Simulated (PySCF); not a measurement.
These 8 structures share the formula C3H9GeNSi. Method used: PBE0-D3(BJ)/def2-SVP geometry optimisation, gas phase (PySCF). One conformer each; no zero-point energy, no entropy. No frequencies were run at this level. Point groups hold within 0.08 Å.

**Question.** Rank from lowest to highest electronic energy at this level (kJ/mol).
A. `[CH3:1][Si@H:2]([NH2:3])[C:4]#[C:5][GeH3:6]` with C1–Si2–N3–H 171° and -53°
B. `[CH3:1][C:2]#[C:3][GeH2:4][NH:5][SiH3:6]` with C3–Ge4–N5–Si6 -34°
C. `[CH3:1][C:2]#[C:3][GeH2:4][SiH2:5][NH2:6]` with C3–Ge4–Si5–N6 -42°, Ge4–Si5–N6–H -178° and 42°
D. `[CH3:1][C:2]#[C:3][SiH2:4][NH:5][GeH3:6]` with C3–Si4–N5–Ge6 79°
E. `[CH:1]#[C:2][Si@@H:3]([CH3:4])[NH:5][GeH3:6]` with C2–Si3–N5–Ge6 83°
F. `[NH2:1][CH2:2][SiH2:3][C:4]#[C:5][GeH3:6]` with H–N1–C2–Si3 -62° and 179°, N1–C2–Si3–C4 57°
G. `[N:1]#[C:2][CH2:3][C@H:4]([SiH3:5])[GeH3:6]` with C2–C3–C4–Si5 -173°
H. `[CH3:1][SiH2:2][CH2:3][GeH2:4][C:5]#[N:6]` with C1–Si2–C3–Ge4 70°, Si2–C3–Ge4–C5 -64°

**Answer.** H (0.0), A (52.8), E (62.1), D (71.2), G (80.1), C (85.9), B (95.3), F (182.3).

As drawn, the lowest has a C≡N group, which the highest lacks; the highest has a C≡C bond and an N–H bond, which the lowest lacks. Neighbours under 10 kJ/mol apart (C[Si@H](N)C#[C][GeH3] and C#C[Si@@H](C)[NH][GeH3]; C#C[Si@@H](C)[NH][GeH3] and CC#C[SiH2][NH][GeH3]; CC#C[SiH2][NH][GeH3] and N#CC[C@H]([SiH3])[GeH3]; N#CC[C@H]([SiH3])[GeH3] and CC#[C][GeH2][SiH2]N; others) can change places with a better method, another conformer or zero-point energy.

```csv
SMILES,E (Eh),E rel (kJ/mol),dipole (D),point group,"A, B, C (MHz)"
C[SiH2][CH2][GeH2][C]#N,-2539.91620,0.0,3.40,C1,"2351, 1278, 881.3"
C[Si@H](N)C#[C][GeH3],-2539.89610,52.8,1.15,C1,"5201, 503.4, 476.1"
C#C[Si@@H](C)[NH][GeH3],-2539.89257,62.1,1.10,C1,"2935, 868.9, 704.4"
CC#C[SiH2][NH][GeH3],-2539.88910,71.2,1.70,C1,"3461, 658.1, 573.5"
N#CC[C@H]([SiH3])[GeH3],-2539.88570,80.1,3.19,C1,"1896, 1380, 837.5"
CC#[C][GeH2][SiH2]N,-2539.88350,85.9,2.24,C1,"2350, 1069, 774.0"
CC#[C][GeH2][NH][SiH3],-2539.87989,95.3,1.00,C1,"2123, 1097, 744.9"
NC[SiH2]C#[C][GeH3],-2539.84676,182.3,1.70,C1,"4543, 523.9, 482.0"
```

**Question.** As an exercise, what shares would exp(−E/RT) give at 2000 K from these electronic energies alone (no entropy, no degeneracies)?

**Answer.** RT = 16.629 kJ/mol: C[SiH2][CH2][GeH2][C]#N 91.2 %, C[Si@H](N)C#[C][GeH3] 3.8 %, C#C[Si@@H](C)[NH][GeH3] 2.2 %, CC#C[SiH2][NH][GeH3] 1.3 %, N#CC[C@H]([SiH3])[GeH3] 0.7 %, CC#[C][GeH2][SiH2]N 0.5 %, CC#[C][GeH2][NH][SiH3] 0.3 %, NC[SiH2]C#[C][GeH3] under 0.1 %.
